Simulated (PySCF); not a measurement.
Ge(H)(F)2(Et) (C₂H₆F₂Ge), SMILES [CH2](C)[GeH]([F])[F].

The structure is a stationary point at ωB97X-D3(BJ)/def2-SVP. The values are those of a single conformer.

Two levels are set side by side: PBE/def2-TZVP (PySCF) and r2SCAN/def2-TZVP (PySCF). Same geometry, gas phase. Differences are taken from unrounded values.

| quantity | PBE |
|---|---|
| orbital gap (eV) | 7.13 |
| highest occupied level (eV) | -7.55 |
| lowest empty level (eV) | -0.41 |
| dipole moment (D) | 3.04 |
| mean polarisability (bohr³) | 53.1 |

Problem. These are the PBE values. What does r2SCAN give? (An estimate is asked for; the answer gives what the named calculation found.)

Solution. 
| quantity | r2SCAN | PBE minus r2SCAN |
|---|---|---|
| orbital gap (eV) | 7.92 | -0.79 |
| highest occupied level (eV) | -7.86 | 0.32 |
| lowest empty level (eV) | 0.06 | -0.47 |
| dipole moment (D) | 3.12 | -0.09 |
| mean polarisability (bohr³) | 51.7 | 1.5 |

Rough cost on one machine, each run with all the roots and properties that it gave: r2SCAN against PBE about 3 times.
